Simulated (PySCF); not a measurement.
Isomers of H4B2N2. All species are isolated molecules in the gas phase. One relaxed conformer stands for each flexible species; it need not be the lowest. Strings in code marks are SMILES.

The HOMO–LUMO gap from two functionals at the same geometries (PBE0-D4/def2-TZVP), both in PySCF: PBE-D3(BJ)/def2-TZVP and B3LYP-D3(BJ)/def2-TZVP. B3LYP has the VWN-RPA correlation part, as in Gaussian. 

```csv
species,B3LYP-D3(BJ)/def2-TZVP (eV)
`B=NBN`,7.02
`BNB=N`,6.67
`N=BBN`,6.71
```

Q: What does PBE-D3(BJ)/def2-TZVP give for each?

A: 
- `B=NBN`: 5.28
- `BNB=N`: 4.92
- `N=BBN`: 4.93
Over these rows, drawn at random from the members with no instability flagged (it was tested for open shells, ions and some series alone), PBE minus B3LYP-D3(BJ): mean -1.76 eV, from -1.78 eV to -1.74 eV.
